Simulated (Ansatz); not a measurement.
Relaxation of CH4BClS (8 atoms, charge 0, multiplicity 1), to a largest force component of 0.015 eV/Å in at most 40 steps.

Method: Ansatz, RHF/def2-SVP.

```xyz
8
Properties=species:S:1:pos:R:3
C -0.346 1.093 0.185
S 1.070 0.221 0.737
B 1.816 1.760 1.557
Cl 1.462 2.047 3.362
H -1.312 0.691 0.595
H -0.311 2.209 0.503
H -0.432 1.119 -0.931
H 2.547 2.400 0.969
```

Where does it end, and by what steps?

It converged. The force dipped under the threshold on the way, but the program's further checks kept it going. After 25 steps the energy has fallen by 1.201 eV; Cl4 moved furthest, 1.42 Å.

| step | energy less start (eV) | largest force component (eV/Å) | accepted |
| --- | --- | --- | --- |
| 0 | 0.0000 | 2.821 | yes |
| 1 | -0.2573 | 1.536 | yes |
| 2 | -0.4141 | 1.278 | yes |
| 3 | -0.4978 | 0.268 | yes |
| 4 | -0.5864 | 0.277 | yes |
| 5 | -0.6785 | 0.453 | yes |
| 6 | -0.7897 | 0.585 | yes |
| 7 | -0.9407 | 0.468 | yes |
| 8 | -1.0611 | 0.503 | yes |
| 9 | -1.1629 | 0.204 | yes |
| 10 | -1.1853 | 0.452 | yes |
| 11 | -1.1861 | 0.396 | yes |
| 12 | -1.1924 | 0.206 | yes |
| 13 | -1.1427 | 1.158 | no |
| 14 | -1.1966 | 0.056 | yes |
| 15 | -1.1865 | 0.311 | no |
| 16 | -1.1980 | 0.022 | yes |
| 17 | -1.1988 | 0.064 | yes |
| 18 | -1.1991 | 0.067 | yes |
| 19 | -1.1996 | 0.082 | yes |
| 20 | -1.1998 | 0.081 | yes |
| 21 | -1.2004 | 0.011 | yes |
| 22 | -1.2005 | 0.050 | yes |
| 23 | -1.1917 | 0.310 | no |
| 24 | -1.1978 | 0.149 | no |
| 25 | -1.2008 | 0.002 | yes |

```xyz
8
Properties=species:S:1:pos:R:3
C -0.447 1.203 0.066
S 0.309 0.637 1.626
B 1.721 1.713 1.803
Cl 2.778 1.525 3.205
H -1.353 0.619 -0.075
H -0.709 2.256 0.122
H 0.222 1.029 -0.773
H 1.973 2.559 1.003
```

Time of the run: 43 s on 1 thread of Intel(R) Xeon(R) Platinum 8488C (Sapphire Rapids) (shared host), peak memory 0.19 GiB.
